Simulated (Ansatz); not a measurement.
A nudged elastic band was laid between two geometries of BFH5SSi (9 atoms, charge 1, multiplicity 1).

These are results of RKS BLYP/def2-SVP in Ansatz 0.2.0, not measurements.

| Property | Result |
| --- | --- |
| movable images | 1 |
| climbing image | no |
| spring | 5.0 eV/Å² |
| optimiser | quadratic models (default) |
| start path | through a guess of the saddle point |
| force threshold | 0.05 eV/Å |
| iteration limit | 60 |
| end points | relaxed |

First end point:

```xyz
9
Properties=species:S:1:pos:R:3
F 1.153 1.364 -1.519
B -0.132 1.199 -1.417
S -0.680 -0.533 -0.748
Si 0.524 -0.915 1.240
H -0.984 1.986 -1.729
H -1.914 -0.178 -0.273
H 0.436 0.367 1.990
H 1.853 -1.241 0.661
H -0.256 -2.051 1.795
```

Last end point:

```xyz
9
Properties=species:S:1:pos:R:3
F 0.459 2.200 -0.652
B -0.421 1.392 -1.164
S 0.023 -0.488 -1.030
Si 0.592 -0.907 1.215
H -1.433 1.697 -1.733
H -1.246 -0.995 -1.109
H 1.952 -0.309 1.238
H 0.520 -2.391 1.224
H -0.446 -0.198 2.011
```

Problem. What changes between the two ends?

Solution. No bond is made or broken. The dihedral B2–S3–Si4–H9 goes from 165 to 44°. The two ends are copies of one structure, up to a mirror image or an exchange of like atoms.

Problem. What energy profile does the band end with?

Solution. It converged. The highest image is number 1 of 0 to 2, 0.000 eV above the ends, which have the same energy within 2 meV. The dihedral B2–S3–Si4–H9 jumps by 120° between images 1 and 2, so the path isn't resolved there. The top lies less than 8 meV above the higher end, about what the thresholds resolve: that end is a shoulder or a very shallow well. No image climbed, so the highest image needn't sit at the top of the path. So few images can step over the top or miss a turn of the path. Limits of this set-up: the dipole of an ion depends on the origin.

```json
{"image": "0", "path coordinate (Å)": "0.00", "energy (eV)": "0.000", "dihedral B2–S3–Si4–H9 (°)": "165"}
{"image": "1", "path coordinate (Å)": "3.85", "energy (eV)": "0.000", "dihedral B2–S3–Si4–H9 (°)": "-76"}
{"image": "2", "path coordinate (Å)": "7.69", "energy (eV)": "0.000", "dihedral B2–S3–Si4–H9 (°)": "44"}
```

Problem. What is the geometry of the highest image?

Solution. 
```xyz
9
Properties=species:S:1:pos:R:3
F 0.853 0.138 -2.181
B -0.129 0.814 -1.664
S -1.110 -0.116 -0.277
Si 0.484 -0.853 1.292
H -0.489 1.913 -1.988
H -1.641 0.978 0.353
H -0.412 -1.175 2.433
H 1.394 0.307 1.485
H 1.049 -2.006 0.546
```

Time of the run: 16 s on 1 thread of Intel(R) Xeon(R) Platinum 8488C (Sapphire Rapids), on a shared host, peak memory 0.14 GiB.
